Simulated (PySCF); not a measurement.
CH5FO2Si2.

```xyz
11

O      1.3053     1.0704     1.2120
C      1.7864     0.9685     0.1150
O      1.2056     0.3606    -0.9268
Si    -0.2942    -0.4676    -0.8335
F      0.0749    -2.0236    -0.5347
Si    -1.6707     0.3535     0.8760
H      2.7773     1.3795    -0.1696
H     -0.8037    -0.3840    -2.2221
H     -3.0701    -0.0829     0.5805
H     -1.6259     1.8416     0.8687
H     -1.2495    -0.2046     2.1862
```
Charge 0, spin multiplicity 1.

The structure is a stationary point at B3LYP-D3(BJ)/def2-SVP. The structure was generated by enumeration; whether it is a known compound was not checked. Other conformers were not sampled.

Level of theory: PySCF with PBE/pcSseg-1. Non-relativistic, no solvent.

Computed absolute GIAO shielding of each atom: isotropic value and principal components (ppm):
```json
[
 {"atom": "O1", "σ(iso)": "-125.7", "σ11": "-377.0", "σ22": "-246.2", "σ33": "245.9", "span": "622.9"},
 {"atom": "C2", "σ(iso)": "17.7", "σ11": "-82.2", "σ22": "66.2", "σ33": "68.9", "span": "151.1"},
 {"atom": "O3", "σ(iso)": "67.3", "σ11": "-90.8", "σ22": "101.0", "σ33": "191.6", "span": "282.3"},
 {"atom": "Si4", "σ(iso)": "324.4", "σ11": "258.0", "σ22": "343.2", "σ33": "372.0", "span": "114.0"},
 {"atom": "F5", "σ(iso)": "322.1", "σ11": "216.9", "σ22": "332.3", "σ33": "417.1", "span": "200.2"},
 {"atom": "Si6", "σ(iso)": "444.6", "σ11": "435.5", "σ22": "448.1", "σ33": "450.1", "span": "14.6"},
 {"atom": "H7", "σ(iso)": "23.1", "σ11": "18.8", "σ22": "22.9", "σ33": "27.8", "span": "9.0"},
 {"atom": "H8", "σ(iso)": "25.7", "σ11": "22.9", "σ22": "23.1", "σ33": "31.1", "span": "8.3"},
 {"atom": "H9", "σ(iso)": "27.7", "σ11": "24.6", "σ22": "25.4", "σ33": "33.1", "span": "8.5"},
 {"atom": "H10", "σ(iso)": "27.7", "σ11": "24.6", "σ22": "26.4", "σ33": "32.0", "span": "7.5"},
 {"atom": "H11", "σ(iso)": "27.3", "σ11": "24.3", "σ22": "25.6", "σ33": "32.1", "span": "7.8"}
]
```
